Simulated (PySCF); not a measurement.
## Ionisation energy of Cu²⁺ by level of theory

Cu²⁺ [Ar] 3d9 [3d3/2^4 3d5/2^5, M_J = 5/2] → Cu³⁺ [Ar] 3d8 [3d3/2^4 3d5/2^4, M_J = 4], as a difference of total energies. Calculation: PySCF 2.14, in x2c-TZVPall-2c (6s7p4d1f, 54 functions); the two-component X2C-1e Hamiltonian. Correlated levels: [Ne] frozen; the 6 highest virtual spinors dropped. "Screened" scales the spin-orbit matrix elements by Boettger's factors to mimic the two-electron term; Breit and QED terms are absent.

| method | ionisation energy (eV) |
| --- | --- |
| GHF (spin-free) | 34.091 |
| GMP2 (spin-free) | 36.891 |
| GHF (screened spin-orbit) | 34.019 |
| GMP2 (screened spin-orbit) | 36.820 |

Question: How much does correlation contribute at GMP2 (screened spin-orbit)?

Answer: 36.820 − (34.019) = 2.801 eV, measured against GHF (screened spin-orbit).

Errors of the correlated levels include the incompleteness of this basis and the frozen core.

The labels give the starting determinants; with spin-orbit coupling the two ends relaxed to ⟨J²⟩ = 8.75, ⟨L²⟩ = 6.00, ⟨S²⟩ = 0.75 and ⟨J²⟩ = 20.00, ⟨L²⟩ = 12.01, ⟨S²⟩ = 2.00.

For comparison: 36.841 ± 0.012 eV (measured; NIST Atomic Spectra Database, ionization energies).
